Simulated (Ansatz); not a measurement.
Born–Oppenheimer molecular dynamics of GeH6O (8 atoms, charge 0, multiplicity 1). It starts at the highest image of a converged band. Of that band: Beside the main top the profile has a ripple of under 15 meV (maxima at images 2, 5), which may be a very shallow well or noise. Neighbouring images differ by up to 1.4 eV, so the band resolves the path poorly. A vibrational analysis at the climbing image gives one clearly imaginary mode, 1343i cm⁻¹: a first-order saddle point.

Computed with RKS PBE0-D4/def2-SVP in Ansatz.

```
ensemble                      : NVE (velocity Verlet)
time step                     : 0.5 fs
steps asked                   : 200
starting velocities drawn for : 300 K
seed                          : 2632
```

First frame:

```xyz
8
Properties=species:S:1:pos:R:3
Ge -0.387 0.376 -0.509
O 0.623 -1.101 0.417
H 0.131 1.825 -0.462
H -1.911 0.203 -0.498
H 0.124 -0.202 -1.864
H 0.253 -0.392 1.258
H -0.408 0.461 1.409
H 1.576 -1.170 0.249
```

**Question.** How far do the bonds stretch over the last three quarters of this one trajectory? (Pairs bonded in most of those frames.)

**Answer.** 
| bond | mean (Å) | spread (Å) | shortest | longest |
| --- | --- | --- | --- | --- |
| Ge1–O2 | 1.791 | 0.128 | 1.62 | 2.00 |
| Ge1–H3 | 1.547 | 0.042 | 1.48 | 1.62 |
| Ge1–H4 | 1.540 | 0.031 | 1.49 | 1.59 |
| Ge1–H5 | 1.550 | 0.017 | 1.52 | 1.58 |
| O2–H8 | 0.967 | 0.035 | 0.91 | 1.03 |
| H6–H7 | 0.773 | 0.061 | 0.68 | 0.86 |

Mean temperature of the second half: 1788 K. The conserved energy stayed within 0.68 meV per atom of its start (net change 0.22 meV per atom), so the integration is sound. The system heated up, since it started high on the potential surface and ran downhill. A run of 0.1 ps of so small a system gives no equilibrium averages. The orbitals stay closed-shell, which can raise the energy where a bond breaks towards radicals; this wasn't checked here.

Time of the run: 3 min on 2 threads of Arm Neoverse V2, on a shared host, peak memory 0.17 GiB.
